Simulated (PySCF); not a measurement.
# Dipole moment and polarisability of `C=C(C)[SiH3]`

Species: C₃H₈Si.
Cartesian coordinates in Å at the GFN2-xTB level; atoms count from 1:
```
atom  x, y, z in Å
C1    -0.6380    1.4406    0.3822
C2    -0.2015    0.2212    0.0975
C3    -1.0662   -0.9828    0.3232
Si4    1.5203   -0.1071   -0.6067
H5    -0.0295    2.3156    0.2248
H6    -1.6239    1.6219    0.7863
H7    -0.5800   -1.6691    1.0156
H8    -2.0383   -0.7076    0.7292
H9    -1.2170   -1.5167   -0.6146
H10    2.2407    1.1554   -0.7695
H11    1.3854   -0.7804   -1.9029
H12    2.2492   -0.9917    0.3087
```

Level: PBE0/def2-SVPD (PySCF), static field, nuclei fixed, core orbitals frozen in the response. The polarisability tensor in these axes (au):

```
x   69.42 -3.92 -7.21
y   -3.92 71.90  3.39
z   -7.21  3.39 55.09
```

Give the principal values, the mean and the anisotropy Δα = √{½[(α1 − α2)² + (α2 − α3)² + (α1 − α3)²]}.

Principal values 51.95, 67.33 and 77.14 au; mean 65.47 au = 9.70 Å³ = 10.79 × 10⁻⁴⁰ C²·m²/J; Δα = 21.98 au (34 % of the mean).

What is the dipole moment, and where does it point?

(-0.52, -0.14, 0.19) D, 0.57 D in size, pointing from the negative to the positive side. Measured along this direction, the outermost atoms are H10 at the negative end and H8 at the positive end.

Find the Langevin capture rate constant for O2+ (31.990 u) meeting this molecule (72.040 u), k = 2.342 × 10⁻⁹ cm³/s × √(α in Å³ / reduced mass in u).

The reduced mass is 22.15 u, so k = 1.55 × 10⁻⁹ cm³/s. The formula leaves out the permanent dipole, which adds to the capture rate.

Molar refractivity from α?

Lorentz–Lorenz: R = (4π/3)N_A α = 2.5225 cm³/(mol·Å³) × 9.70 Å³ = 24.5 cm³/mol, in the limit of long wavelengths.

Refractivity n − 1 of an ideal gas of it at 400 K and 1 atm, from the electronic α?

N = p/kT = 1.8347 × 10¹⁹ cm⁻³, so n − 1 = 2π × N × 9.70 × 10⁻²⁴ cm³ = 1118 × 10⁻⁶ at long wavelengths.

Sum over states: ᾱ = Σ f/ω², ω in Eh. What share falls to these 8 lowest TDDFT singlets (eV, f)? 6.82, 0.0023; 6.91, 0.0005; 7.10, 0.3874; 7.53, 0.0004; 7.64, 0.0032; 8.04, 0.0085; 8.08, 0.0235; 8.18, 0.0118.

They add up to 6.27 au, 9.6 % of the 65.47 au; the largest single term is 5.69 au, from the state at 7.10 eV. Terms in order: 0.04, 0.01, 5.69, 0.00, 0.04, 0.10, 0.27, 0.13 au. Higher excitations give the rest. The strengths listed sum to 0.438.

Isolated species at its GFN2-xTB geometry, gas phase.
